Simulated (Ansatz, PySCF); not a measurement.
BH5OSn, SMILES B[O][SnH3].

Geometry optimised at B3LYP-D3(BJ)/def2-SVP. The def2 effective core potentials stand for the cores of Sn; spin–orbit coupling is left out.

Vertical ionisation energy (IE) and electron affinity (EA) in eV. Rows of orbital energies are one-electron estimates. Where ΔSCF, EOM or ADC give a negative EA the extra electron is unbound and the value depends on the basis.

```tsv
level	IE	EA
−ε(HOMO), −ε(LUMO), HF/def2-TZVPD (PySCF)	11.19	-1.21
−ε(HOMO), −ε(LUMO), PBE/def2-TZVPD (PySCF)	6.33	1.69
ΔSCF, PBE0/def2-SVPD (Ansatz), final states of multiplicity 2 and 2	9.98	-0.61
ΔSCF, PBE/def2-SVPD (Ansatz), final states of multiplicity 2 and 2	9.72	-0.50
```

Task: What vertical singlet–triplet gap does ΔSCF give with PBE0/def2-SVPD (Ansatz, a quantum-chemistry and plane-wave program) and with PBE/def2-SVPD (Ansatz)? (The exact figures need the calculation; the answer reports its results.)

Result: 5.15 and 4.86 eV (triplet above singlet where positive).
